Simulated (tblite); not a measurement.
Record of a relaxation.

Compound: C₂H₇OSSi (doublet state).
Bonds: Si1–O2, O2–C3, C3–C4, C4–S5. Hydrogens: H6, H7, H8 on Si1; H9, H10 on C3; H11, H12 on C4.

Computed with GFN2-xTB (tblite), gas phase: L-BFGS steps from a force-field or distance-geometry start until the largest atomic force falls under 0.01 eV/Å. 13 of its 190 geometries are shown.

Step 0: E = -459.4907 eV, largest atomic force 2.655 eV/Å
```
atom  x, y, z in Å  |  force x, y, z in eV/Å
Si1    -2.005   -0.105    0.425    0.552   0.650   1.306
O2     -0.343    0.094    0.760   -2.614  -0.234  -0.400
C3      0.483    0.003   -0.346    0.094   0.267   0.147
C4      1.888    0.211    0.190    0.224   0.792  -0.428
S5      2.241   -1.062    1.375    0.344  -0.225   0.123
H6     -2.235   -0.501   -0.965    0.081  -0.006   0.061
H7     -2.637    1.223    0.715    0.315  -0.501  -0.244
H8     -2.500   -1.097    1.400    0.240   0.158  -0.305
H9      0.239    0.815   -1.062    0.161  -0.441  -0.020
H10     0.326   -0.999   -0.795    0.521   0.494  -0.173
H11     2.569    0.214   -0.668    0.272  -0.193   0.307
H12     1.973    1.202    0.709   -0.191  -0.759  -0.375
```

Step 16: E = -459.8002 eV, largest atomic force 0.117 eV/Å
```
atom  x, y, z in Å  |  force x, y, z in eV/Å
Si1    -2.089   -0.076    0.464   -0.020   0.038   0.109
O2     -0.476    0.076    0.616    0.027   0.015  -0.093
C3      0.505    0.013   -0.369    0.004  -0.012  -0.041
C4      1.900    0.213    0.220   -0.036   0.034  -0.048
S5      2.379   -1.071    1.378   -0.049  -0.066   0.020
H6     -2.439   -0.511   -0.885   -0.018  -0.039  -0.106
H7     -2.697    1.229    0.719    0.070   0.013  -0.008
H8     -2.473   -1.077    1.447    0.034  -0.017   0.050
H9      0.345    0.796   -1.125   -0.023  -0.003   0.045
H10     0.462   -0.957   -0.882    0.013  -0.019   0.037
H11     2.628    0.200   -0.593    0.027   0.047   0.019
H12     1.957    1.165    0.749   -0.029   0.009   0.016
```

Step 32: E = -459.8163 eV, largest atomic force 0.036 eV/Å
```
atom  x, y, z in Å  |  force x, y, z in eV/Å
Si1    -2.090   -0.075    0.469   -0.003  -0.002   0.003
O2     -0.475    0.069    0.533    0.001  -0.007   0.017
C3      0.526    0.004   -0.425   -0.021  -0.008  -0.008
C4      1.885    0.225    0.235   -0.030  -0.002  -0.017
S5      2.308   -1.119    1.352    0.012   0.008  -0.018
H6     -2.539   -0.549   -0.843    0.014  -0.003  -0.003
H7     -2.636    1.258    0.722   -0.003  -0.007  -0.008
H8     -2.399   -1.043    1.513   -0.003   0.022   0.010
H9      0.373    0.777   -1.191    0.021   0.016   0.010
H10     0.513   -0.975   -0.920    0.001  -0.013  -0.009
H11     2.664    0.282   -0.527    0.002   0.015   0.033
H12     1.869    1.146    0.821    0.009  -0.018  -0.011
```

Step 47: E = -459.8243 eV, largest atomic force 0.164 eV/Å
```
atom  x, y, z in Å  |  force x, y, z in eV/Å
Si1    -2.087   -0.083    0.459   -0.004   0.093   0.100
O2     -0.468   -0.038    0.544    0.032  -0.134  -0.089
C3      0.521   -0.003   -0.431    0.007   0.024  -0.001
C4      1.869    0.221    0.246    0.021  -0.101   0.068
S5      2.382   -1.195    1.232   -0.022  -0.027  -0.021
H6     -2.509   -0.656   -0.819   -0.059  -0.070   0.032
H7     -2.616    1.279    0.566    0.018   0.039  -0.084
H8     -2.410   -0.848    1.655    0.001  -0.051  -0.081
H9      0.346    0.819   -1.139   -0.029   0.011   0.026
H10     0.543   -0.943   -1.004   -0.068   0.066   0.118
H11     2.643    0.382   -0.504    0.004   0.126   0.056
H12     1.788    1.066    0.934    0.099   0.024  -0.123
```

Step 63: E = -459.8751 eV, largest atomic force 0.054 eV/Å
```
atom  x, y, z in Å  |  force x, y, z in eV/Å
Si1    -2.079   -0.090    0.440   -0.024   0.013   0.003
O2     -0.469   -0.260    0.542   -0.007   0.006  -0.037
C3      0.512    0.003   -0.406    0.011  -0.003  -0.004
C4      1.856    0.212    0.287    0.002   0.026  -0.003
S5      2.508   -1.319    0.970   -0.022   0.046   0.002
H6     -2.652   -0.910   -0.632    0.028  -0.010   0.017
H7     -2.429    1.307    0.155    0.019  -0.014   0.002
H8     -2.424   -0.526    1.780   -0.013  -0.002   0.008
H9      0.261    0.907   -0.979    0.037  -0.030   0.015
H10     0.585   -0.840   -1.106   -0.023   0.024  -0.010
H11     2.595    0.592   -0.420   -0.033  -0.010   0.003
H12     1.736    0.923    1.107    0.026  -0.047   0.005
```

Step 79: E = -459.8766 eV, largest atomic force 0.033 eV/Å
```
atom  x, y, z in Å  |  force x, y, z in eV/Å
Si1    -2.081   -0.094    0.438   -0.012   0.008   0.016
O2     -0.471   -0.255    0.542    0.004   0.011   0.004
C3      0.510    0.013   -0.403    0.003   0.003  -0.006
C4      1.856    0.206    0.289    0.002   0.015  -0.012
S5      2.514   -1.331    0.945   -0.006  -0.016   0.010
H6     -2.637   -0.958   -0.606   -0.002   0.015  -0.001
H7     -2.425    1.298    0.120   -0.005  -0.025  -0.021
H8     -2.438   -0.487    1.788    0.008  -0.006   0.003
H9      0.268    0.927   -0.963    0.002  -0.007   0.010
H10     0.574   -0.818   -1.117   -0.004   0.000  -0.005
H11     2.589    0.598   -0.418    0.001   0.008   0.002
H12     1.743    0.900    1.123    0.009  -0.005   0.002
```

Step 94: E = -459.8844 eV, largest atomic force 0.047 eV/Å
```
atom  x, y, z in Å  |  force x, y, z in eV/Å
Si1    -2.086   -0.127    0.436    0.019   0.005  -0.022
O2     -0.475   -0.020    0.603   -0.006   0.004  -0.020
C3      0.504    0.149   -0.367   -0.017  -0.002  -0.006
C4      1.882    0.161    0.285   -0.011   0.001  -0.005
S5      2.393   -1.479    0.808    0.012  -0.009   0.019
H6     -2.457   -1.224   -0.462    0.006  -0.012  -0.003
H7     -2.621    1.115   -0.134    0.000  -0.006   0.013
H8     -2.437   -0.352    1.825   -0.004   0.013   0.014
H9      0.360    1.105   -0.890   -0.046  -0.007  -0.005
H10     0.452   -0.659   -1.108   -0.019   0.017  -0.016
H11     2.625    0.527   -0.424    0.035  -0.001   0.012
H12     1.861    0.803    1.165    0.029  -0.004   0.019
```

Step 110: E = -459.8883 eV, largest atomic force 0.034 eV/Å
```
atom  x, y, z in Å  |  force x, y, z in eV/Å
Si1    -2.074   -0.159    0.437    0.027   0.021   0.000
O2     -0.487    0.138    0.606   -0.007  -0.011  -0.015
C3      0.501    0.256   -0.362    0.013   0.013   0.003
C4      1.879    0.120    0.284   -0.001   0.014  -0.022
S5      2.268   -1.583    0.700   -0.011  -0.005   0.001
H6     -2.301   -1.418   -0.277    0.004   0.003  -0.002
H7     -2.724    0.918   -0.320    0.005  -0.015   0.001
H8     -2.432   -0.186    1.842   -0.018  -0.008   0.019
H9      0.429    1.243   -0.841    0.006   0.004   0.008
H10     0.379   -0.507   -1.141    0.004  -0.008   0.004
H11     2.653    0.476   -0.397   -0.008  -0.013  -0.001
H12     1.911    0.701    1.207   -0.013   0.005   0.003
```

Step 126: E = -459.8928 eV, largest atomic force 0.316 eV/Å
```
atom  x, y, z in Å  |  force x, y, z in eV/Å
Si1    -1.990   -0.225    0.479    0.070   0.014  -0.100
O2     -0.530    0.511    0.527   -0.230  -0.165  -0.071
C3      0.504    0.481   -0.400    0.069   0.034   0.024
C4      1.810    0.038    0.272   -0.061  -0.038  -0.042
S5      1.837   -1.735    0.591   -0.014   0.142  -0.024
H6     -1.874   -1.661    0.137    0.005   0.306   0.078
H7     -2.852    0.420   -0.541    0.179  -0.133   0.178
H8     -2.409    0.043    1.849    0.032  -0.028  -0.110
H9      0.646    1.499   -0.800   -0.022  -0.116   0.046
H10     0.273   -0.193   -1.234    0.036   0.054   0.020
H11     2.662    0.270   -0.371   -0.048  -0.033   0.027
H12     1.923    0.553    1.228   -0.015  -0.036  -0.027
```

Step 142: E = -459.9232 eV, largest atomic force 0.064 eV/Å
```
atom  x, y, z in Å  |  force x, y, z in eV/Å
Si1    -1.891   -0.286    0.514   -0.015   0.062   0.000
O2     -0.587    0.681    0.415   -0.014   0.013   0.006
C3      0.506    0.633   -0.437    0.003   0.002   0.009
C4      1.710   -0.022    0.247   -0.016   0.008   0.011
S5      1.445   -1.767    0.584    0.024   0.012  -0.045
H6     -1.540   -1.707    0.534    0.006   0.004   0.009
H7     -2.756   -0.043   -0.648    0.016  -0.032   0.034
H8     -2.421    0.210    1.775   -0.007  -0.007  -0.046
H9      0.776    1.668   -0.689    0.007  -0.027  -0.003
H10     0.270    0.100   -1.365    0.004  -0.015   0.023
H11     2.590    0.058   -0.393   -0.010   0.009   0.010
H12     1.900    0.475    1.200    0.001  -0.029  -0.009
```

Step 158: E = -459.9559 eV, largest atomic force 0.108 eV/Å
```
atom  x, y, z in Å  |  force x, y, z in eV/Å
Si1    -1.842   -0.295    0.546    0.103   0.029   0.014
O2     -0.615    0.767    0.396   -0.077  -0.058   0.008
C3      0.508    0.717   -0.415   -0.042  -0.009   0.006
C4      1.653   -0.075    0.222   -0.050   0.033  -0.031
S5      1.350   -1.841    0.203    0.011  -0.084  -0.014
H6     -1.397   -1.577    1.103    0.001   0.015  -0.028
H7     -2.467   -0.540   -0.759    0.033   0.003   0.038
H8     -2.653    0.470    1.476   -0.030   0.030   0.002
H9      0.849    1.747   -0.565    0.000   0.059  -0.004
H10     0.260    0.284   -1.390    0.031  -0.017  -0.051
H11     2.574    0.106   -0.333    0.010  -0.012  -0.002
H12     1.781    0.236    1.257    0.009   0.010   0.062
```

Step 173: E = -459.9693 eV, largest atomic force 0.066 eV/Å
```
atom  x, y, z in Å  |  force x, y, z in eV/Å
Si1    -1.767   -0.278    0.597    0.030  -0.029   0.051
O2     -0.658    0.860    0.250   -0.026  -0.017  -0.018
C3      0.519    0.766   -0.476    0.009  -0.005   0.021
C4      1.556   -0.125    0.209    0.027   0.004   0.010
S5      1.189   -1.871    0.009   -0.006   0.010   0.014
H6     -1.227   -1.320    1.478   -0.009   0.017  -0.006
H7     -2.265   -0.920   -0.620   -0.005   0.016  -0.009
H8     -2.723    0.576    1.284    0.008   0.003  -0.036
H9      0.926    1.782   -0.556    0.000  -0.007  -0.011
H10     0.322    0.383   -1.486   -0.009   0.022   0.024
H11     2.541    0.046   -0.228   -0.011   0.010  -0.006
H12     1.589    0.100    1.277   -0.007  -0.023  -0.034
```

Step 189: E = -459.9721 eV, largest atomic force 0.010 eV/Å
```
atom  x, y, z in Å  |  force x, y, z in eV/Å
Si1    -1.746   -0.296    0.611    0.000  -0.001  -0.008
O2     -0.672    0.866    0.235   -0.001   0.004   0.004
C3      0.519    0.790   -0.468    0.000   0.000   0.004
C4      1.542   -0.135    0.191    0.006   0.004   0.003
S5      1.120   -1.866   -0.018    0.001   0.004   0.002
H6     -1.219   -1.220    1.619   -0.003   0.001   0.001
H7     -2.146   -1.056   -0.574    0.003   0.002   0.004
H8     -2.786    0.570    1.143    0.000  -0.002   0.003
H9      0.936    1.804   -0.506   -0.004  -0.003  -0.001
H10     0.332    0.450   -1.495    0.002  -0.001  -0.002
H11     2.522    0.018   -0.262   -0.001  -0.003  -0.001
H12     1.598    0.075    1.261   -0.006  -0.005  -0.007
```

Q: Summarise the path.

A: The energy falls by 0.4814 eV from step 0 to step 189; nine tenths of that is first reached at step 145. It rises by more than 0.2 meV at steps 50, 116, 120, 123, 126, 129, 138 and 156 and others. The largest force goes from 2.655 to 0.010 eV/Å. Among the bonds Si1–O2 changes most, from 1.707 to 1.626 Å; the atoms move by 1.518 Å rms after alignment.

What follows is the cost of the whole relaxation. On Arm Neoverse N1, one thread, shared host with 48 logical CPUs at a one-minute load of 19, this took 1.6 s of wall time.
